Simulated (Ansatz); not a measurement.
Total energies of C₆H₁₁BO₃, SMILES `CC1=CC(C)=[O+][B-](C)(O)O1`.

```xyz
21

C     2.079    0.324   -1.902
C     0.963    0.243   -0.921
C     1.189    0.155    0.449
C     0.109    0.350    1.304
C     0.288    0.548    2.768
O    -1.089    0.416    0.879
B    -1.475   -0.038   -0.564
C    -1.710   -1.611   -0.578
O    -2.561    0.720   -1.017
O    -0.211    0.306   -1.412
H     3.053    0.326   -1.416
H     2.012   -0.526   -2.586
H     1.965    1.228   -2.504
H     2.195    0.111    0.837
H     1.336    0.541    3.058
H    -0.171    1.494    3.062
H    -0.245   -0.244    3.300
H    -2.563   -1.875    0.052
H    -1.933   -1.954   -1.592
H    -0.843   -2.176   -0.219
H    -2.391    1.663   -0.997
```

Charge 0, multiplicity 1. The structure was optimised at the PBE0-D4/def2-TZVP level. It is one conformer, not always the lowest. Basis def2-TZVPP, the Gaussian-basis code of Ansatz.

RPA on PBE orbitals: Hartree–Fock energy of these orbitals -483.09018 Eh, correlation -2.86480 Eh (frozen core).

| functional | energy without D4 (Eh) | D4 term (kJ/mol) |
| --- | --- | --- |
| r2SCAN0 | -485.77683 | -16.8 |
| BHLYP | -485.82773 | -58.8 |

(1) Give the same for LDA (SPW92), PBE, revPBE, BLYP, r2SCAN, B97M-V, PBE0, B3LYP, r2SCANh, HSE06 (plane-wave form), CAM-B3LYP, LC-ωPBE, ωB97X-V, ωB97M-V, B2PLYP, PBE-QIDH. (An estimate is asked.)

B3LYP takes the VWN-RPA correlation (the form of Gaussian; ORCA's B3LYP/G). HSE06 is the plane-wave form, built on full-range PBE exchange. The double hybrids freeze the cores in their second-order part.

Answers

(1) Computed: 
| functional | energy without D4 (Eh) | D4 term (kJ/mol) |
| --- | --- | --- |
| LDA (SPW92) | -482.03836 | – |
| PBE | -485.50274 | -52.6 |
| revPBE | -485.93893 | -168.5 |
| BLYP | -485.92824 | -114.5 |
| r2SCAN | -485.83691 | -14.7 |
| B97M-V | -486.06114 | – |
| PBE0 | -485.53805 | -44.9 |
| B3LYP | -486.11023 | -82.9 |
| r2SCANh | -485.81197 | -15.4 |
| HSE06 (plane-wave form) | -485.51247 | -41.6 |
| CAM-B3LYP | -485.87989 | -45.2 |
| LC-ωPBE | -485.78674 | – |
| ωB97X-V | -485.95367 | – |
| ωB97M-V | -485.91488 | – |
| B2PLYP | -485.71355 | – |
| PBE-QIDH | -485.46962 | – |

LC-ωPBE has ω = 0.4 bohr⁻¹.
